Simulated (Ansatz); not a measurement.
Consider the formal exchange of groups at a Ge–O bond: `[OH][GeH2][F]` + propene → `C=C[CH2][GeH2][F]` + H₂O.

Computed with Ansatz on PBE0-D4/def2-TZVP structures; ΔE is electronic, products minus reactants. CCSD(T)/CBS is the MP2 limit (def2-TZVPP, def2-QZVPP) plus CCSD(T) − MP2 in def2-TZVPP, frozen cores. This one scheme is used for every species. For Ge outer-core shells are correlated without core-valence functions, which leaves a few kJ/mol of doubt a bond. Scalar relativity is left out up to krypton. One conformer a species, not always the lowest.

```csv
species,CCSD(T)/CBS(def2) energy (Eh)
`[OH][GeH2][F]`,-2252.93819
`C=CC`,-117.74610
`C=C[CH2][GeH2][F]`,-2294.28873
H₂O,-76.37941
```

(1) Work out ΔE.

Largest T1 diagnostic among the species: 0.012.

Results:

(1) ΔE = (-2294.28873) + (-76.37941) − (-2252.93819) − (-117.74610) = 0.01615 Eh = +42.4 kJ/mol.

In def2-TZVPP, CCSD(T) changes the Hartree–Fock value by −20.5 kJ/mol (the triples alone add −1.8 kJ/mol) and MP2 by −22.1 kJ/mol. Leaving LDA and LC-ωPBE aside and taking each functional with its dispersion term where it has one, the values, not all of them listed here, spread over 14.1 kJ/mol, from revPBE-D4 to B97M-V. LDA lies −4.9 kJ/mol from PBE without D4. The D4 term adds −7.8 kJ/mol with B3LYP and −4.5 kJ/mol with PBE0; it sums over pairs of atoms, weighted by their polarisabilities, and B3LYP, whose exchange is more repulsive, gets the larger term.

B3LYP here is the variant with VWN-RPA as its local correlation; programs differ in this.
